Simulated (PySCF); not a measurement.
SMILES C=[CH][In]([CH3])[NH2], PBE0/def2-SVP optimised geometry.

```
13

In     0.42     0.00     0.00
C      2.57     0.00     0.00
H      2.95     0.52     0.89
H      2.95     0.53    -0.89
H      2.96    -1.02     0.00
C     -0.95     1.67     0.00
C     -2.28     1.52    -0.10
H     -0.56     2.69     0.08
H     -2.96     2.38    -0.10
H     -2.76     0.54    -0.18
N     -0.49    -1.81    -0.02
H      0.00    -2.69    -0.01
H     -1.49    -1.96     0.01
```

Density from PBE0/def2-TZVP, def2 effective core potentials past Kr run with PySCF at that geometry. The core electrons that the potentials of In replace are not part of the density.

Minimum of the electron density along straight lines between bonded atoms, close to the bond critical point (lines longer than 1.1 times the sum of covalent radii, or with two minima, are not listed):

| bond | length / Å | ρ at the minimum / e bohr⁻³ | ∇²ρ there / e bohr⁻⁵ | position (fraction from the first atom) |
|---|---|---|---|---|
| In1–C2 | 2.158 | 0.098 | ? | 0.52 |
| C2–H3 | 1.100 | 0.267 | -0.87 | 0.64 |
| C2–H4 | 1.100 | 0.267 | -0.87 | 0.64 |
| C2–H5 | 1.099 | 0.268 | -0.88 | 0.64 |
| In1–C6 | 2.150 | 0.100 | ? | 0.51 |
| C6–C7 | 1.339 | 0.346 | ? | 0.49 |
| C6–H8 | 1.098 | 0.274 | -0.93 | 0.64 |
| C7–H9 | 1.099 | 0.275 | -0.95 | 0.65 |
| C7–H10 | 1.097 | 0.277 | -0.96 | 0.65 |
| In1–N11 | 2.026 | 0.111 | 0.42 | 0.52 |
| N11–H12 | 1.013 | 0.332 | -1.58 | 0.73 |
| N11–H13 | 1.013 | 0.333 | -1.59 | 0.73 |

### Question
Fill in the missing entries.

### Answer

- In1–C2, ∇²ρ there / e bohr⁻⁵: 0.15
- In1–C6, ∇²ρ there / e bohr⁻⁵: 0.17
- C6–C7, ∇²ρ there / e bohr⁻⁵: -1.04
